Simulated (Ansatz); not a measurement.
Basis sets compared for Cd12H30S12, a nanocrystal cut from wurtzite CdS (hydrogen-capped). Total charge 0; singlet. Geometry r2SCAN-D4/def2-SVP. Ansatz on 11 threads of AMD EPYC 7R13 on a shared host and a whole NVIDIA H100 80GB HBM3; times are rough, and most runs start from earlier orbitals.

Cartesian coordinates in Å:
```
Cd 3.224 -3.205 -3.101
S 2.374 -4.578 -0.469
Cd 2.291 -0.198 -3.805
S -0.508 0.821 -4.479
S 1.503 -1.156 -1.716
Cd -1.040 -1.506 -1.905
Cd 0.789 -4.003 1.841
S -1.221 -3.021 0.486
Cd -2.803 1.990 -2.829
S -2.312 0.518 -0.960
Cd -5.294 0.529 -1.396
Cd -2.740 -2.466 2.541
S -4.884 -1.417 0.965
S 2.988 2.460 -2.461
Cd 2.629 0.168 0.179
S 1.813 -1.626 2.217
Cd 1.718 4.105 -0.222
S -0.958 4.148 -1.703
S 1.108 2.083 0.980
Cd -1.460 1.961 0.993
Cd 0.414 -1.018 4.342
S -1.577 -0.148 2.886
Cd 2.348 4.011 2.937
S 1.603 1.564 4.664
H 1.987 -3.921 -4.005
H 4.697 -2.656 -2.477
H 1.893 -5.818 -0.725
H 3.462 -5.074 0.167
H 3.047 0.045 -5.277
H -1.030 -0.437 -4.372
H -0.729 0.906 -5.813
H -1.665 -2.330 -3.282
H 0.858 -5.375 2.823
H -1.802 -4.183 0.104
H -3.581 2.867 -4.022
H -5.312 -0.704 -2.554
H -5.631 1.855 -0.401
H -3.440 -3.500 3.678
H -5.513 -2.586 0.696
H -5.739 -1.128 1.975
H 3.996 3.107 -3.093
H 3.816 1.829 -1.575
H 4.332 0.424 0.142
H 2.964 -1.993 2.829
H 2.277 5.629 -0.621
H -1.335 5.400 -2.058
H -1.646 4.170 -0.522
H -2.371 3.345 1.464
H 0.402 -1.739 5.869
H -2.364 0.333 3.877
H 3.949 3.511 2.716
H 0.921 4.844 3.298
H 2.659 1.193 5.426
H 0.895 1.967 5.746
```

In the def2 sets Cd takes a core potential; there is no spin–orbit coupling. Single mean-field runs in def2-SVP, def2-TZVP are fitted with def2-universal-jkfit.

Binding counts from free atoms (Cd singlet, S triplet, H doublet) in the same basis, without a counterpoise term.

| level | functions | energy (Eh) | HOMO (eV) | LUMO (eV) | binding per atom (eV) | wall time |
| --- | --- | --- | --- | --- | --- | --- |
| PBE-D4/def2-SVP | 738 | -6805.7713 | -5.24 | -2.23 | 2.14 | 3.6 s |
| PBE0-D4/def2-SVP | 738 | -6806.1058 | -6.29 | -1.49 | 2.13 | 4.8 s |

Task: Estimate the rows for PBE-D4/def2-TZVP (with forces), PBE0-D4/def2-TZVP.

Result: 
| level | functions | energy (Eh) | HOMO (eV) | LUMO (eV) | binding per atom (eV) | wall time |
| --- | --- | --- | --- | --- | --- | --- |
| PBE-D4/def2-TZVP (with forces) | 1104 | -6807.9097 | -5.29 | -2.30 | 2.11 | 6 s |
| PBE0-D4/def2-TZVP | 1104 | -6808.2025 | -6.33 | -1.55 | 2.11 | 7 s |
